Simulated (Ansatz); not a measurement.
Input for Ansatz (a program for electronic structure): R-CCSD(T)/aug-cc-pVDZ on AsH3 (SMILES [AsH3]) with ghost functions. The run froze 14 orbitals, filled d shells among them.

Ansatz 0.2 input:
```yaml
crystal:
  periodic: [false, false, false]
  atoms:
    - {symbol: As, position_ang: [-0.36854245, 0.08084461, 3.28316251]}
    - {symbol: H, position_ang: [1.11624568, -0.25615632, 3.35399260]}
    - {symbol: H, position_ang: [-0.75177500, -1.38738825, 3.13918809]}
    - {symbol: H, position_ang: [-0.51328798, 0.03152969, 4.80114879]}
basis:
  gaussian:
    orbitals: aug-cc-pVDZ
    ghost_atoms:
      - {symbol: N, position_ang: [0.24158190, -0.23289790, -1.00821241]}
      - {symbol: N, position_ang: [0.46009790, -0.69625344, -0.04515045]}
magnetization: {spin_polarized: false}
correlation: {method: ccsd_t, electrons: outside_noble_gas}
scf: {lower_state_search: off}
```

Output:

```
WARN ansatz: RAYON_NUM_THREADS=2 ignored (pool sized by the plan → 2); use --threads N
Functional definition: HF
these checks for a lower state are left out or cut short: stability, starts, cluster_reference, orbital_swaps, neighbouring_geometries, increment
integrals: 0.14 GiB planned
928 factors; integrals over basis functions are off by at most 7.9e-4 eV
mean field: 0.26 GiB planned
mean field evaluation 1: about -60841.4734 eV, gradient 8.4e0 eV
mean field evaluation 2: about -60841.4743 eV, gradient 8.4e0 eV
mean field evaluation 4: about -60841.9454 eV, gradient 6.8e-1 eV
mean field evaluation 8: about -60841.9495 eV, gradient 2.7e-2 eV
mean field -60841.94951982 eV, -2235.9004046989 hartree, gradient 2.0e-6 eV, S^2 0.000000; 0 other end points of the search recorded, 0 dependent functions left out
14 core orbitals not correlated
reference -60841.94951982 eV, -2235.9004046989 hartree; 4, 4 occupied and 91, 91 virtual orbitals, 928 factors
second order -3.57589903 eV of doubles, -0.00000000 eV of singles
coupled cluster: 0.37 GiB planned
cycle   1  -4.13898731 eV  change   -5.6e-1 eV  update   5.8e-2
cycle   2  -4.34011871 eV  change   -2.0e-1 eV  update   2.0e-2
cycle   3  -4.35001947 eV  change   -9.9e-3 eV  update   5.3e-3
cycle   4  -4.34913538 eV  change    8.8e-4 eV  update   1.8e-3
cycle   5  -4.34880499 eV  change    3.3e-4 eV  update   5.3e-4
cycle   6  -4.34875295 eV  change    5.2e-5 eV  update   1.6e-4
cycle   7  -4.34876259 eV  change   -9.6e-6 eV  update   6.1e-5
cycle   8  -4.34877052 eV  change   -7.9e-6 eV  update   2.0e-5
cycle   9  -4.34876872 eV  change    1.8e-6 eV  update   6.4e-6
perturbative correction -0.11517653 eV, -0.0042326594 hartree
Total energy: -60846.41346508 eV, -2236.0644516612 hartree
Checks for a lower state left out: stability, starts, cluster_reference, orbital_swaps, neighbouring_geometries, increment
```

Self-consistency was reached.

Cost: about 3 core-seconds (a rough figure).
